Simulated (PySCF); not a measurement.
Give a GFN2-xTB geometry of `C1[NH2+]CC1C[SiH3]`. (Charge +1.)

```xyz
18
C4H12NSi angstrom
Si     2.6282    0.2854    0.0525
C      0.9573    0.0558    0.9866
C     -0.1315   -0.5334    0.1189
C     -0.7051    0.3763   -0.9846
N     -2.0977    0.1068   -0.5094
C     -1.5605   -0.5776    0.7066
H      2.9756   -1.0268   -0.4862
H      3.5911    0.8156    1.0033
H      2.3459    1.2188   -1.0430
H      0.6232    1.0089    1.3965
H      1.1174   -0.6088    1.8347
H      0.1847   -1.5023   -0.2653
H     -0.5304    0.0794   -2.0159
H     -0.4349    1.4224   -0.8535
H     -2.6158   -0.5243   -1.1267
H     -2.6838    0.9294   -0.3412
H     -1.6752    0.0384    1.5974
H     -1.9973   -1.5577    0.8844
```

Orientation and origin are arbitrary. Atoms count from 1 in this order. The 3 C–C bonds span 1.512 Å (C2–C3, drawn single) to 1.546 Å (C3–C6, drawn single), a spread of 0.034 Å. Of the pairs four or more bonds apart, Si1···H14 is among the closest relative to their van der Waals radii: 3.39 Å, 103 % of the sum of Bondi's values. The 4-membered ring C3–C4–N5–C6 has internal angles of 86.8° to 90.7°; it is slightly puckered (a soft mode that the optimisation may not have finished), 0.06 Å rms from its mean plane, widest ring torsion 9°. Si1 (SiH3 silicon) is distorted tetrahedral (angles from 105.7° to 114.3°).

Bonds between heavy atoms (Å): Si1–C2 1.928, C2–C3 1.512, C3–C4 1.541, C4–N5 1.496, N5–C6 1.495, C3–C6 1.546.

Structure optimised with GFN2-xTB, isolated species.

Point group: C1 (no symmetry element, even within 0.4 Å). Whether it is a minimum is left open (no frequencies). Torsions: Si1–C2–C3–C4 -71°, C2–C3–C4–N5 -128°, C3–C4–N5–C6 9°, C4–N5–C6–C3 -9°, C2–C3–C6–N5 128°.

One conformer stands for the species.

All values are computed, not measured.
